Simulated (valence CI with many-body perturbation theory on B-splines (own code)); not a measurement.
**E1 line list for Sc6+**

Level of theory: configuration interaction combined with many-body perturbation theory (CI+MBPT): five valence electrons over a frozen Dirac-Fock core [Ne], radial functions for each j: 11 s, 11 p, 10 d, 8 f, 5 g, 2 h, with the one-electron correlation potential Σ1 (screened to all orders), the two-electron term Σ2, the three-electron term Σ3, Breit, model QED; selected single and double excitations, second order for the rest, scaled by the run's own slope (own B-spline code, finite nucleus).

Set against measurement, 7 paired levels are off by 114 cm⁻¹ on average, the worst by 199. These come from a selection out of Sugar and Corliss, J. Phys. Chem. Ref. Data 9, 473 (1980). Levels without a partner in it may be off by more. Among the levels kept, up to 3200 cm⁻¹ of a level comes from second order outside the variational space, and about a tenth of that is noise between levels of different J, which matters for small intervals.

Lines 251 to 300 of 560 in falling wavelength, among levels below 645410 cm⁻¹, chosen from the strongest by gf and those to the six lowest levels. Wavelengths and rates use the calculated energies, so an error of 100 cm⁻¹ moves a line at 35.04 nm by 0.035 % and its rate by three times that or more. Electric multipoles are in the length gauge, E1 and E2 with the static RPA response of the core. Weak lines are less certain than strong ones. Lines between different terms over intervals too small for the method are left out, as are lines whose strength nearly cancels. Where a level lies close to another of its J and parity, the split of strength between their lines is uncertain. The highest levels of a list are the least certain.

Names give the largest LS component (configuration and term), which can be under half, so a name can repeat, a term be missing and a line seem to break the LS rules; names also repeat where a configuration has a term twice. Letters in brackets count levels of one name in rising energy.

| λ vac (nm) | Upper | Lower | A (s⁻¹) | S (a.u.) |
| --- | --- | --- | --- | --- |
| 35.04 | 3s3p³3d ²D°_3/2 [c] | 3s²3p²3d ⁴D_5/2 | 4.27e+09 | 3.63e-01 |
| 34.95 | 3s²3p²3d ²F_5/2 [a] | 3s²3p³ ⁴S°_3/2 | 9.50e+06 | 1.20e-03 |
| 34.87 | 3s²3p²3d ⁴P_1/2 | 3s²3p³ ²P°_3/2 | 1.66e+07 | 6.93e-04 |
| 34.77 | 3s²3p²3d ²G_7/2 | 3s²3p³ ²D°_5/2 | 2.90e+07 | 4.82e-03 |
| 34.76 | 3s²3p²3d ⁴D_3/2 | 3s²3p³ ⁴S°_3/2 | 3.27e+07 | 2.71e-03 |
| 34.75 | 3s²3p²3d ⁴P_1/2 | 3s²3p³ ²P°_1/2 | 2.65e+07 | 1.10e-03 |
| 34.74 | 3s3p³3d ²D°_3/2 [d] | 3s²3p²3d ²P_1/2 [b] | 3.43e+09 | 2.84e-01 |
| 34.72 | 3s3p³3d ²D°_3/2 [c] | 3s²3p²3d ²F_5/2 [a] | 1.56e+10 | 1.29e+00 |
| 34.68 | 3s3p³3d ²D°_5/2 [d] | 3s²3p²3d ⁴D_7/2 | 9.18e+09 | 1.13e+00 |
| 34.63 | 3s²3p²3d ⁴D_5/2 | 3s²3p³ ⁴S°_3/2 | 3.71e+07 | 4.56e-03 |
| 34.58 | 3s3p³3d ²F°_7/2 [a] | 3s3p⁴ ²D_5/2 | 8.47e+08 | 1.38e-01 |
| 34.46 | 3s²3p3d² ⁴G°_7/2 | 3s²3p²3d ⁴F_7/2 | 9.47e+08 | 1.53e-01 |
| 34.46 | 3s²3p²4p ⁴D°_5/2 | 3s²3p²3d ²G_7/2 | 3.04e+09 | 3.69e-01 |
| 34.43 | 3s²3p3d² ²F°_5/2 | 3s²3p²3d ²G_7/2 | 6.45e+09 | 7.79e-01 |
| 34.40 | 3s²3p3d² ⁴G°_5/2 | 3s²3p²3d ⁴F_5/2 | 1.04e+09 | 1.25e-01 |
| 34.32 | 3s²3p3d² ⁴G°_11/2 | 3s²3p²3d ⁴F_9/2 | 9.54e+09 | 2.29e+00 |
| 34.30 | 3s²3p²3d ²D_3/2 [a] | 3s²3p³ ²P°_3/2 | 5.68e+07 | 4.53e-03 |
| 34.30 | 3s²3p3d² ⁴G°_9/2 | 3s²3p²3d ⁴F_7/2 | 8.92e+09 | 1.78e+00 |
| 34.29 | 3s²3p3d² ⁴G°_7/2 | 3s²3p²3d ⁴F_5/2 | 8.42e+09 | 1.34e+00 |
| 34.28 | 3s²3p3d² ⁴G°_5/2 | 3s²3p²3d ⁴F_3/2 | 8.30e+09 | 9.90e-01 |
| 34.28 | 3s3p³3d ²D°_5/2 [e] | 3s²3p²3d ²P_3/2 [b] | 4.41e+09 | 5.26e-01 |
| 34.22 | 3s²3p3d² ²H°_9/2 | 3s²3p²3d ²G_7/2 | 1.17e+10 | 2.32e+00 |
| 34.22 | 3s²3p3d² ²F°_7/2 | 3s²3p²3d ²G_9/2 | 9.57e+09 | 1.51e+00 |
| 34.17 | 3s3p³3d ²D°_5/2 [f] | 3s²3p²3d ²D_5/2 [a] | 1.08e+10 | 1.28e+00 |
| 33.89 | 3s²3p²3d ²D_5/2 [a] | 3s²3p³ ²P°_3/2 | 2.02e+08 | 2.33e-02 |
| 33.84 | 3s²3p3d² ²H°_11/2 | 3s²3p²3d ²G_9/2 | 1.19e+10 | 2.72e+00 |
| 33.64 | 3s3p³3d ²D°_3/2 [e] | 3s²3p²3d ²D_3/2 [a] | 1.14e+10 | 8.55e-01 |
| 33.38 | 3s²3p²3d ²P_3/2 [b] | 3s²3p³ ²D°_5/2 | 2.88e+10 | 2.11e+00 |
| 33.33 | 3s3p³3d ²P°_1/2 [b] | 3s3p⁴ ²S_1/2 | 5.01e+09 | 1.83e-01 |
| 33.31 | 3s²3p²3d ²P_3/2 [b] | 3s²3p³ ²D°_3/2 | 6.49e+09 | 4.74e-01 |
| 33.19 | 3s3p³3d ²D°_5/2 [b] | 3s3p⁴ ²D_5/2 | 2.11e+09 | 2.29e-01 |
| 33.13 | 3s²3p²4p ²P°_1/2 [b] | 3s²3p²3d ²D_3/2 [a] | 6.28e+09 | 2.25e-01 |
| 33.11 | 3s²3p²4p ²D°_3/2 [b] | 3s²3p²3d ²P_1/2 [b] | 1.96e+09 | 1.40e-01 |
| 33.04 | 3s3p³3d ²D°_3/2 [b] | 3s3p⁴ ²D_3/2 | 2.81e+09 | 2.00e-01 |
| 33.03 | 3s3p³3d ²P°_3/2 [b] | 3s3p⁴ ²S_1/2 | 8.75e+09 | 6.22e-01 |
| 32.94 | 3s²3p²3d ²P_1/2 [b] | 3s²3p³ ²D°_3/2 | 3.10e+10 | 1.09e+00 |
| 32.82 | 3s²3p²3d ⁴P_5/2 | 3s²3p³ ²D°_5/2 | 2.16e+08 | 2.26e-02 |
| 32.75 | 3s²3p²3d ⁴P_5/2 | 3s²3p³ ²D°_3/2 | 3.12e+07 | 3.24e-03 |
| 32.74 | 3s²3p3d² ⁴D°_3/2 [b] | 3s²3p²3d ⁴P_1/2 | 1.63e+10 | 1.13e+00 |
| 32.74 | 3s²3p²4p ²D°_5/2 [b] | 3s²3p²3d ²P_3/2 [b] | 3.09e+09 | 3.21e-01 |
| 32.71 | 3s²3p3d² ⁴D°_1/2 [b] | 3s²3p²3d ⁴P_1/2 | 3.16e+10 | 1.09e+00 |
| 32.70 | 3s²3p3d² ⁴D°_5/2 [b] | 3s²3p²3d ⁴P_3/2 | 2.70e+10 | 2.80e+00 |
| 32.68 | 3s3p³3d ²D°_3/2 [e] | 3s²3p²3d ²P_1/2 [b] | 1.08e+10 | 7.44e-01 |
| 32.66 | 3s²3p²3d ⁴P_3/2 | 3s²3p³ ²D°_5/2 | 1.57e+07 | 1.08e-03 |
| 32.65 | 3s²3p3d² ⁴D°_3/2 [b] | 3s²3p²3d ⁴P_3/2 | 1.97e+10 | 1.35e+00 |
| 32.63 | 3s²3p3d² ⁴D°_1/2 [b] | 3s²3p²3d ⁴P_3/2 | 6.06e+09 | 2.08e-01 |
| 32.60 | 3s²3p3d² ⁴D°_7/2 [b] | 3s²3p²3d ⁴P_5/2 | 3.78e+10 | 5.16e+00 |
| 32.59 | 3s²3p²3d ⁴P_3/2 | 3s²3p³ ²D°_3/2 | 1.45e+08 | 9.89e-03 |
| 32.59 | 3s3p³3d ²D°_5/2 [c] | 3s²3p²3d ²P_3/2 [a] | 3.06e+09 | 3.14e-01 |
| 32.54 | 3s²3p3d² ⁴D°_5/2 [b] | 3s²3p²3d ⁴P_5/2 | 1.07e+10 | 1.09e+00 |
